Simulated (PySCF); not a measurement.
Basis and Hamiltonian dependence of the excitation energy of Zn²⁺

Zn²⁺ [Ar] 3d10 (1S) → Zn²⁺ [Ar] 3d9 4p1 (high-spin determinant). Calculated with PySCF 2.14 from differences of total energies of unrestricted determinants, without spin-orbit coupling. Values in eV.

| basis | Hamiltonian | functions | UHF | LDA | PBE0 | MP2 (valence) | CCSD(T) (valence) | CCSD(T) (valence and next inner shell) |
| --- | --- | --- | --- | --- | --- | --- | --- | --- |
| aug-cc-pVDZ-PP with ECP10MDF | ECP | 54 | 15.341 | 17.312 | 16.622 | 17.717 | 17.171 | n/a |
| ANO-RCC-VTZP | spin-free X2C | 59 | 15.313 | 17.367 | 16.677 | 17.770 | 17.202 | 17.306 |
| aug-cc-pVDZ-DK | spin-free X2C | 59 | 15.408 | 17.207 | 16.645 | 17.710 | 17.146 | n/a |
| x2c-TZVPPall | spin-free X2C | 64 | 15.293 | 17.287 | 16.636 | 17.690 | 17.136 | 17.217 |
| def2-TZVPPD | non-relativistic | 67 | 15.922 | 17.979 | 17.295 | 18.352 | 17.815 | 17.898 |
| aug-cc-pwCVDZ-PP with ECP10MDF | ECP | 70 | 15.323 | 17.381 | 16.657 | 17.788 | 17.227 | 17.209 |
| aug-cc-pVTZ-PP with ECP10MDF | ECP | 88 | 15.294 | 17.355 | 16.625 | 17.778 | 17.207 | n/a |
| aug-cc-pVTZ-DK | spin-free X2C | 93 | 15.298 | 17.342 | 16.660 | 17.744 | 17.176 | n/a |
| dyall-av2z | non-relativistic | 101 | 15.883 | 17.956 | 17.259 | 18.144 | 17.609 | n/a |
| aug-cc-pVTZ-PP with one added diffuse shell each of s, p, d, f, g type with ECP10MDF | ECP | 113 | 15.294 | 17.352 | 16.622 | 17.775 | n/a | n/a |
| aug-cc-pwCVTZ-PP with ECP10MDF | ECP | 122 | 15.277 | 17.344 | 16.611 | 17.803 | n/a | n/a |
| aug-cc-pwCVTZ-DK | spin-free X2C | 127 | 15.283 | 17.330 | 16.652 | 17.767 | n/a | n/a |
| aug-cc-pVQZ-PP with ECP10MDF | ECP | 135 | 15.271 | 17.337 | 16.603 | 17.840 | n/a | n/a |

Estimate the row for x2c-QZVPPall (spin-free X2C, 108 functions).

From the rows with the same Hamiltonian and similar size; the calculation gives UHF 15.29; LDA 17.34; PBE0 16.66; MP2 (valence) 17.77 (eV).

Frozen in the all-electron rows: valence: [Ar]; valence and next inner shell: [Ne]; with a core potential, the same shells as far as they lie outside it.

One determinant mixes LS terms of the configuration, so the numbers do not refer to single terms. Non-relativistic rows lack the scalar-relativistic shift.
